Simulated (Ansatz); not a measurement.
## One arrangement of a pair

The pair of Ag⁺ (SMILES [Ag+], atom 1) and F⁻ (SMILES [F-], atom 2), both closed shells, in one local arrangement (a lower one may exist), relaxed at PBE0-D4/def2-TZVP:

```csv
atom,x (Å),y (Å),z (Å)
Ag1,0.0000,0.0000,-0.9931
F2,0.0000,0.0000,0.9931
```

Ansatz 0.2.0; basis: def2-TZVPPD, with def2-QZVPPD for the basis limit; cores frozen in the correlated methods. Filled d shells of the heavier atoms are correlated. Core potentials replace the inner electrons of the atoms past krypton. B3LYP uses VWN-RPA correlation. Extrapolation: Hartree–Fock as exp(−7.88 √X), correlation as X^−2.97. Interaction energies count from these two fragments, frozen as in the pair, with the counterpoise correction; negative means bound.

**Question.** What is the interaction energy by CCSD(T) at an estimated basis limit (MP2 extrapolated from triple and quadruple zeta, plus CCSD(T) − MP2 in triple zeta)? (An estimate is asked for; the value comes from the calculation.)

**Answer.** The calculation gives: -739.6 kJ/mol. Hartree–Fock alone gives -671.9 kJ/mol at the basis limit. It counts from the two fragments frozen as in the pair.

The same quantity by other methods in triple zeta, and each one's difference from that estimate:
```
   method  E_int (kJ/mol)  difference
   PBE-D4          -768.3       -28.6
revPBE-D4          -748.3        -8.7
  BLYP-D4          -762.1       -22.5
r2SCAN-D4          -773.3       -33.7
   B97M-V          -762.0       -22.4
  PBE0-D4          -743.7        -4.0
 B3LYP-D4          -745.8        -6.2
 HSE06-D4          -743.9        -4.2
  wB97X-V          -729.5        10.1
  wB97M-V          -728.0        11.6
   B2PLYP          -731.9         7.7
       HF          -666.3        73.3
      MP2          -715.3        24.3
     CCSD          -708.6        31.0
  CCSD(T)          -715.4        24.3
```
Differences are method less estimate.

**Question.** Which atoms make the shortest contact between the fragments?

**Answer.** Ag1 and F2, 1.99 Å apart.

Basis-set superposition shift (counterpoise-corrected less uncorrected): CCSD(T) 7.4; MP2 7.0; HF 0.2; PBE0-D4 0.2; wB97M-V 0.2 kJ/mol.

No T1 diagnostic of these runs exceeds 0.029.

For scale, one of the runs: CCSD(T)/def2-TZVPPD, 96 basis functions, launched by `ansatz run in.yaml --threads 2 --pin off --events-out ev --progress --plain --max-ram 5222MiB`. The run took about 2.3 s on 2 CPU threads of an AMD EPYC 9R45 (shared host).
